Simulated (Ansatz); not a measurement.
Isolated molecules relaxed with PBE0-D4/def2-TZVP in Ansatz; ΔE leaves out vibrations. CBS: MP2 limit from def2 TZ/QZ plus the TZ coupled-cluster correction, frozen cores. DFT in def2-TZVPP. Elements past krypton have def2 core potentials. For Sb outer-core shells are correlated without core-valence functions, which leaves a few kJ/mol of doubt a bond. Each species was taken in one conformer, which may not be the lowest.

Consider the formal exchange of groups at the Al–N bond: `C[NH][AlH][OH]` + `[Cl][SbH2]` → `[OH][AlH][SbH][Cl]` + CH₃NH₂.

`C[NH][AlH][OH]`:

Z-matrix (Å, degrees):
```
C
N 1 1.446
H 1 1.097 2 112.5
H 1 1.093 2 110.1 3 119.1
H 1 1.097 2 112.6 3 -121.8
Al 2 1.768 1 129.8 3 -119.4
H 2 1.009 1 111.9 3 60.6
O 6 1.696 2 121.8 1 -0.0
H 6 1.573 2 119.8 1 179.9
H 8 0.954 6 125.8 2 -0.2
```

`[Cl][SbH2]`:

Cartesian coordinates in Å:
```
Cl 1.259 -0.738 1.261
Sb -0.300 -0.547 -0.495
H 0.426 0.852 -1.164
H -1.385 0.433 0.399
```

`[OH][AlH][SbH][Cl]`:

Z-matrix (Å, degrees):
```
Al
Sb 1 2.680
O 1 1.690 2 115.1
H 1 1.580 2 126.0 3 179.1
Cl 2 2.388 1 89.1 3 6.8
H 2 1.718 1 86.6 3 100.9
H 3 0.960 1 119.2 2 -3.2
```

CH₃NH₂:

Z-matrix (Å, degrees):
```
C
N 1 1.453
H 1 1.092 2 109.4
H 1 1.100 2 115.4 3 -121.6
H 1 1.092 2 109.4 3 116.8
H 2 1.012 1 110.6 3 62.6
H 2 1.012 1 110.6 3 -179.3
```

```csv
species,r2SCANh energy (Eh)
`C[NH][AlH][OH]`,-414.15193
`[Cl][SbH2]`,-701.73592
`[OH][AlH][SbH][Cl]`,-1020.04527
CH₃NH₂,-95.83146
```

Task: Work out ΔE.

Result: ΔE = (-1020.04527) + (-95.83146) − (-414.15193) − (-701.73592) = 0.01112 Eh = +7.0 kcal/mol. CCSD(T)/CBS gives +6.3 kcal/mol.

Largest T1 diagnostic among the species: 0.014.

At CCSD(T), def2-SVP lies +1.9 kcal/mol from the extrapolated value and def2-TZVPP +1.5 kcal/mol. In def2-TZVPP, CCSD(T) changes the Hartree–Fock value by −1.5 kcal/mol (the triples alone add −0.5 kcal/mol) and MP2 by −1.9 kcal/mol.
